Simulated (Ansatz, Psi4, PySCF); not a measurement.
N₂ (SMILES N#N), singlet, geometry from GFN2-xTB. Base run: PBE0/def2-SVP (PySCF).

Geometry (Å):
```xyz
2

N      0.0000     0.0000    -0.5491
N      0.0000     0.0000     0.5491
```
All else is at PySCF's defaults.

The same geometry, method and basis name were run in Ansatz (a first-principles code) and Psi4 and PySCF, at each program's defaults and at the settings that a row names. The base is PySCF at its defaults. Differences at the defaults can come from grids, fitting, cores and function types together.

| code and settings | ΔE vs base (µEh) | basis functions | E (Eh) | SCF cycles |
|---|---|---|---|---|
| PySCF, defaults (exact integrals, its default grid, spherical functions) | 0.0 | 28 | -109.31514 | 6 |
| Psi4, defaults (density fitting with its default set, its default grid, spherical functions) | 6.6 | 28 | -109.31513 | 6 |
| Ansatz, defaults (factorised integrals, its default grid, spherical functions) | 0.6 | 28 | -109.31514 | - |
| PySCF, density fitting with def2-universal-jkfit | 6.7 | 28 | -109.31513 | 6 |
| PySCF, fine grid | 0.8 | 28 | -109.31514 | 6 |
| Psi4, exact integrals, spherical functions, fine grid | 0.7 | 28 | -109.31514 | 7 |
| Ansatz, high accuracy | 0.9 | 28 | -109.31514 | - |
